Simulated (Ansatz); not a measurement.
Reaction (substitution at a C–Ge bond): `NC[CH2][GeH3]` + H₂S → `NCCS` + GeH₄

Calculated with Ansatz (gas phase, PBE0-D4/def2-TZVP geometries, no zero-point term in ΔE). CCSD(T)/CBS is the MP2 limit (def2-TZVPP, def2-QZVPP) plus CCSD(T) − MP2 in def2-TZVPP, frozen cores. This one scheme is used for every species. DFT in def2-TZVPP. B3LYP here is the variant with VWN-RPA as its local correlation; programs differ in this. For Ge outer-core shells are correlated without core-valence functions, which leaves a few kJ/mol of doubt a bond. Scalar relativity is left out up to krypton. Each species was taken in one conformer, which may not be the lowest.

```csv
level,ΔE (kJ/mol),difference from CCSD(T)/CBS
B3LYP-D4,22.0,-7.0
ωB97M-V,23.7,-5.3
B2PLYP,24.8,-4.2
r2SCAN,22.1,-6.9
SCS-MP2/def2-TZVPP,28.4,-0.6
CCSD/def2-TZVPP,30.3,1.3
HF/def2-QZVPP,23.0,-6.0
MP2/def2-QZVPP,29.4,0.4
HF/CBS(def2),22.9,-6.1
MP2/CBS(def2),29.5,0.5
CCSD(T)/CBS,29.0,0
```

Largest T1 diagnostic among the species: 0.012.

In def2-TZVPP, CCSD(T) changes the Hartree–Fock value by +5.7 kJ/mol (the triples alone add −1.0 kJ/mol) and MP2 by +6.2 kJ/mol.
